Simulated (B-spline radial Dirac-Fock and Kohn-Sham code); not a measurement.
Energy-loss ionisation edge M1 of Ru

System: neutral ruthenium, 1s2 2s2 2p6 3s2 3p6 3d10 4s2 4p6 4d7 5s1. Method: the first Born approximation with generalised oscillator strengths from a Dirac-Hartree-Slater potential (longitudinal and transverse terms; continuum final states only, so no white lines or fine structure). Computed with an atomic code on a B-spline grid. The edge is taken at 586.1 eV (tabulated value).

Input file task.json (cfg lists n, l and occupation; rrms is the nuclear radius in fm):

```json
{"items": [{
  "Z": 44,
  "q": 0,
  "cfg": [[1, 0, 2], [2, 0, 2], [2, 1, 6], [3, 0, 2], [3, 1, 6], [3, 2, 10], [4, 0, 2], [4, 1, 6], [4, 2, 7], [5, 0, 1]],
  "A": 102,
  "rrms": 4.4809,
  "do": "eels",
  "beams": [[60, 50], [60, 100], [80, 50], [80, 100], [100, 5], [100, 10], [100, 50], [100, 100], [120, 5], [120, 10], [120, 50], [200, 5], [200, 20], [200, 50]],
  "edges": {"M1": 586.1}
}]}
```

Command: `python xray2_run.py task.json out`

Partial cross sections σ(β, Δ) in barn, integrated over a window Δ above the edge and up to the collection semi-angle β, for parallel illumination:

```
E₀ (kV)  β (mrad)  Δ = 25 eV  Δ = 50 eV  Δ = 100 eV  Δ = 200 eV  Δ = 300 eV
     60        50        273        532        1000        1720        2230
     60       100        319        648        1290        2330        3100
     80        50        239        468         890        1540        2010
     80       100        269        547        1090        1990        2660
    100         5       51.3       94.9         168         270         335
    100        10          ?          ?           ?           ?           ?
    100        50        214        424         812        1420        1850
    100       100        236        480         957        1750        2350
    120         5       54.4        101         180         291         362
    120        10       98.2        184         332         550         698
    120        50        197        391         754        1330        1740
    200         5       61.1        114         205         337         426
    200        20        129        246         456         777        1000
    200        50        158        316         620        1110        1480
```

Q: Give the row for 100 kV and 10 mrad.

A: 98.8 b for 25 eV, 185 b for 50 eV, 333 b for 100 eV, 549 b for 200 eV, 693 b for 300 eV.
